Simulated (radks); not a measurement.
Results of a calculation; reference values are marked as such.
The table gives one normalised radial function P(r) = r R(r) (large component) of Hg+ in [Xe] 4f14 5d10 6d1 (r in bohr). Code: a radial shooting solver on a logarithmic mesh with Libxc functionals. Model: Dirac Kohn-Sham, BLYP, spin-unpolarised, spherical densities, point nucleus; open shells fill j = l - 1/2 first.

r	P
0.001211	0.0000
0.001421	0.0000
0.001681	0.0000
0.001972	0.0000
0.002333	0.0000
0.002738	0.0000
0.003239	0.0000
0.003801	0.0001
0.004496	0.0001
0.005276	0.0001
0.006241	0.0002
0.007324	0.0003
0.008664	0.0005
0.01017	0.0008
0.01203	0.0012
0.01411	0.0019
0.0167	0.0029
0.01959	0.0043
0.02318	0.0064
0.0272	0.0093
0.03217	0.0134
0.03776	0.0187
0.04466	0.0256
0.05241	0.0337
0.062	0.0431
0.07276	0.0522
0.08607	0.0601
0.101	0.0638
0.1195	0.0610
0.1402	0.0495
0.1659	0.0268
0.1946	-0.0037
0.2303	-0.0403
0.2702	-0.0719
0.3196	-0.0920
0.3751	-0.0908
0.4437	-0.0642
0.5207	-0.0175
0.616	0.0447
0.7228	0.1041
0.8551	0.1527
1.003	0.1756
1.187	0.1691
1.393	0.1341
1.648	0.0708
1.934	-0.0094
2.287	-0.1075
2.684	-0.2062
3.175	-0.3052
3.726	-0.3832
4.408	-0.4378
5.173	-0.4549
6.119	-0.4268
7.181	-0.3598
8.495	-0.2642
9.968	-0.1713
11.79	-0.0922
13.84	-0.0427
16.37	-0.0153
19.21	-0.0046

Which n and l does it have? It may be an empty orbital.

Answer. n = 6, l = 2: the number of nodes gives n - l - 1 = 3, the rise at small r points to l (this Dirac orbital starts as r^gamma with gamma = sqrt((l + 1)^2 - (Z/c)^2) = 2.94; the j = 5/2 orbital of l + 1 starts with the same power, but with a smaller coefficient, and then steepens), and the extent must fit the shell. The curve is that of 6d5/2; the two j differ most near the nucleus, where j = l - 1/2 has the larger amplitude, and in heavy atoms j = l - 1/2 is also the more compact. 6d5/2 (empty): eigenvalue -3.898 eV, 3 radial nodes at r = 0.191, 0.547, 1.90 bohr, <r> = 5.87 bohr, 90 % of the charge inside 8.67 bohr.
